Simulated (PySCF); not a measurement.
Al(Me)(OH)(nBu), SMILES C(CC)[CH2][Al]([CH3])[OH] at its GFN2-xTB optimised geometry (Å):

```
20

Al    -2.0554     0.1343     0.0000
C     -3.1727    -1.5238     0.0074
H     -2.5898    -2.4451    -0.0227
H     -3.8547    -1.5417    -0.8471
H     -3.8031    -1.5690     0.8999
O     -2.8069     1.5991     0.0000
H     -3.2307     2.4451     0.0002
C     -0.0426     0.1343     0.0000
C      0.5787    -1.2661     0.0299
C      2.1085    -1.2576    -0.0521
C      2.7720    -0.6795     1.1929
H      0.3311     0.6699    -0.8839
H      0.3199     0.7150     0.8576
H      0.2748    -1.7828     0.9442
H      0.1914    -1.8469    -0.8121
H      2.4585    -2.2842    -0.1917
H      2.4188    -0.6821    -0.9281
H      2.4553    -1.2249     2.0799
H      2.5141     0.3684     1.3236
H      3.8547    -0.7529     1.1137
```

Method: B3LYP/def2-SVP (PySCF). Cells within 0.4 Å of a nucleus heavier than hydrogen are left out (blank, or x).

Map of the electrostatic potential (hartree/e), clipped to [-0.08, 0.12] on the plane z = 1.0 Å:

```
|22222222222222222222222222222|
|22222222222222222222222222222|
|22222222222222222222222222222|
|22223333222222222222222222222|
|22233333322222222222222222222|
|22333333322222222222222222222|
|22333444322111122222222222222|
|22334454321111111222222222222|
|22233454210111111222222222222|
|22222232100011122222222222222|
|22211111101112232222222222222|
|22110001355423895223432111222|
|21110014999945999338962111222|
|21111139999967999349993222222|
|11111249999967984359999642222|
|11112248999955654489xx9994222|
|11224755799744688699xx9995222|
|11239998545435999689999983222|
|11249999432237999567984332222|
|11126984322225998333332222222|
|11112222222223553222222222222|
|11111111222222222222222222222|
|11111111222222222222222222222|
|11111111122222222222222222222|
|21111111122222222222222222222|
|22111111222222222222222222222|
|22221122222222222222222222222|
|22222222222222222222222222222|
|22222222222222222222222222222|
```
Scale: ten equal steps from -0.035 (start of '0') to 0.120 (end of '9'), in the order '0123456789'; x runs from -6.00 to 6.00, y from -6.00 (bottom) to 6.00 (top).
